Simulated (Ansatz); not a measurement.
# Two structures, one formula

The two ends of one reaction step of AlH$_{3}$O$_{2}$F$_{2}$, closed shell (PBE0-D4/def2-TZVP).

A:

Al1  (-0.440, 0.627, -0.430)
H2  (-0.665, -1.880, 0.614)
F3  (-0.875, -0.064, -1.848)
F4  (-1.498, 0.653, 0.825)
H5  (-0.317, -2.091, -0.014)
O6  (0.915, 1.745, -0.377)
O7  (1.349, 0.412, 0.149)
H8  (1.530, 0.597, 1.082)
(Å)

B:

```xyz
8
angstrom
Al -0.9597 -0.3158 -0.3557
H -1.1713 -1.5462 -1.2965
F -0.5113 1.1475 -1.0570
F -1.8064 -0.1834 1.0661
H 0.6961 -0.1728 1.4987
O 0.7926 -0.4406 0.5710
O 1.7681 0.4564 0.0492
H 1.1919 1.0549 -0.4758
```

Ansatz 0.2.0; basis: def2-TZVPP; cores frozen in the correlated methods. B3LYP uses VWN-RPA correlation.

(1) Which structure is lower at CCSD(T), and by how much? (To be estimated.)

(2) Do the other methods give the same order? (Judge from chemistry; the calculation decides.)

T1 diagnostic: at most 0.014.

Results:

(1) The calculation gives: A, by 0.214 eV (electronic energy, against the other). By their contacts, A is a complex of AlHO₂F₂ ([F][Al]1([F])[O][OH]1) + H₂ and B is AlH₃O₂F₂ ([OH][OH][AlH]([F])[F]).

(2) The calculation gives: Not all: SPW92 gives the other order.

| method | E(B) − E(A) (eV) |
| --- | --- |
| SPW92 | -0.145 |
| PBE-D4 | 0.124 |
| BLYP-D4 | 0.223 |
| r2SCAN-D4 | 0.199 |
| B97M-V | 0.090 |
| PBE0-D4 | 0.055 |
| B3LYP-D4 | 0.148 |
| r2SCAN0-D4 | 0.122 |
| BHLYP-D4 | 0.068 |
| CAM-B3LYP-D4 | 0.066 |
| wB97X-V | 0.097 |
| wB97M-V | 0.118 |
| B2PLYP | 0.203 |
| PBE-QIDH | 0.110 |
| RPA on PBE | 0.253 |
| HF | 0.091 |
| MP2 | 0.256 |
| CCSD | 0.179 |
| CCSD(T) | 0.214 |

Labels in which every atom is bracketed show which atoms are joined, not bond orders.

For scale, one of the runs: CCSD(T)/def2-TZVPP, 208 basis functions, launched by `ansatz run in.yaml --threads 4 --pin off --events-out ev --progress --plain --max-ram 9574MiB`. Time: 120 s of wall clock on 4 CPU threads of an AMD EPYC 7R43; the host was shared. Peak host memory: 3 GiB.
